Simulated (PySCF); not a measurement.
**Potassium: a sound run and one with changed settings**

Sound run: K²⁺ [Ne] 3s2 3p5, K³⁺ [Ne] 3s2 3p4. Computed with PySCF 2.14 in Sapporo-DKH3-DZP-2012, with the spin-free X2C one-electron Hamiltonian (Gaussian nucleus). In the sound run the correlated levels freeze [Ne] 3s2. The sound run starts from symmetry-adapted Hartree-Fock orbitals and uses a fine grid where one is needed.

Changed run: the non-relativistic Hamiltonian (point nucleus). This setting is unsound on purpose.

| species | method | sound run (hartree) | changed run (hartree) | converged |
| --- | --- | --- | --- | --- |
| K²⁺ | UHF | -600.17714 | -597.16257 | yes |
| K²⁺ | PBE0 | -600.72201 | -597.70933 | yes |
| K²⁺ | LDA | -599.12637 | -596.11614 | yes |
| K²⁺ | MP2 | -600.27240 | -597.25796 | yes |
| K²⁺ | CCSD(T) | -600.28685 | -597.27247 | yes |
| K³⁺ | UHF | -598.54476 | -595.52993 | yes |
| K³⁺ | PBE0 | -599.04209 | -596.02896 | yes |
| K³⁺ | LDA | -597.43938 | -594.42860 | yes |
| K³⁺ | MP2 | -598.59981 | -595.58507 | yes |
| K³⁺ | CCSD(T) | -598.61241 | -595.59774 | yes |

Ionisation energy of K²⁺:

| method | sound run (eV) | changed run (eV) |
| --- | --- | --- |
| UHF | 44.419 | 44.426 |
| PBE0 | 45.713 | 45.725 |
| LDA | 45.906 | 45.920 |
| MP2 | 45.514 | 45.522 |
| SCS-MP2 | 45.567 | 45.576 |
| CCSD | 45.561 | 45.569 |
| CCSD(T) | 45.564 | 45.572 |

Most of the change in total energy is the relativistic energy itself. On top of that the contraction fixes the core shape for the Hamiltonian it was made with, so the changed run is not a good calculation with the other Hamiltonian either.

For comparison, NIST gives 45.803 eV between the lowest levels.
